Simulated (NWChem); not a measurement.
Molecule: C₃H₆Si; SMILES C[SiH2]C#C

Q: Give the equilibrium geometry at PBE-D3(BJ)/def2-SVP (NWChem) as a Z-matrix, with the point group.

A: point group Cs; any orientation.
```
Si
H 1 1.5052
H 1 1.5052 2 108.33
C 1 1.8430 2 108.34 3 -117.33
C 4 1.2290 2 148.88 1 178.20
H 5 1.0824 2 158.32 1 179.02
C 1 1.8863 2 110.69 3 121.54
H 7 1.1080 1 110.61 2 179.97
H 7 1.1080 8 108.29 1 121.37
H 7 1.1087 8 108.42 9 117.45
```
